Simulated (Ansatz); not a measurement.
Program: Ansatz. Geometries: PBE0-D4/def2-TZVP. ΔE: electronic, gas phase. CCSD(T)/CBS is the MP2 limit (def2-TZVPP, def2-QZVPP) plus CCSD(T) − MP2 in def2-TZVPP, frozen cores. This one scheme is used for every species. Functionals use def2-TZVPP. HSE06 is defined as in plane-wave codes. For Ge outer-core shells are correlated without core-valence functions, which leaves a few kJ/mol of doubt a bond. Scalar relativity is left out up to krypton. One conformer a species, not always the lowest.

Reaction (ligand exchange at the Si–O bond): `Cl[SiH2][O][GeH3]` + `N=C=O` → `O=C=N[SiH2]Cl` + `[OH][GeH3]`

```tsv
level	ΔE (kcal/mol)	difference from CCSD(T)/CBS
revPBE-D4	5.8	-1.2
r2SCAN0-D4	6.6	-0.4
HSE06-D4	5.9	-1.1
BLYP	5.9	-1.1
r2SCANh	6.6	-0.4
r2SCAN0	6.4	-0.6
LC-ωPBE	5.9	-1.1
MP2/def2-TZVPP	6.5	-0.5
SCS-MP2/def2-TZVPP	6.7	-0.3
CCSD/def2-TZVPP	7.0	0.0
CCSD(T)/CBS	7.0	0
```

Largest T1 diagnostic among the species: 0.018.

The D4 term adds +0.9 kcal/mol with B3LYP and +0.5 kcal/mol with PBE0; it sums over pairs of atoms, weighted by their polarisabilities, and B3LYP, whose exchange is more repulsive, gets the larger term. Leaving LDA and LC-ωPBE aside and taking each functional with its dispersion term where it has one, the values, not all of them listed here, spread over 1.5 kcal/mol, from revPBE-D4 to BHLYP-D4. LDA lies +0.8 kcal/mol from PBE without D4.

B3LYP here is the variant with VWN-RPA as its local correlation; programs differ in this.
